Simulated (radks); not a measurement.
The numbers below are computed, except where a source is named.
All-electron atom: Pt+ in [Xe] 4f12 5d9 6p2 (not the ground configuration). Code: a radial shooting solver on a logarithmic mesh with Libxc functionals. Model: Dirac Kohn-Sham, LDA (Slater exchange, Perdew-Wang correlation), spin-unpolarised, spherical densities, point nucleus; open shells are shared between the two j in proportion to 2j + 1.

Normalised radial functions P(r) = r R(r) (large component), r in bohr:

r,4f7/2
0.003014,0.0000
0.004084,0.0000
0.00558,0.0000
0.007562,0.0000
0.01033,0.0001
0.014,0.0004
0.01913,0.0013
0.02592,0.0037
0.03542,0.0108
0.04838,0.0298
0.06557,0.0749
0.08958,0.1769
0.1214,0.3674
0.1659,0.6803
0.2248,1.0594
0.3071,1.3787
0.4162,1.4425
0.5686,1.1949
0.7706,0.7749
1.053,0.3702
1.427,0.1287
1.949,0.0287
2.663,0.0037
3.609,0.0003
4.93,0.0000
6.682,0.0000
9.129,0.0000

4f7/2: eigenvalue -109.94 eV, 0 radial nodes, <r> = 0.499 bohr, 90 % of the charge inside 0.796 bohr.
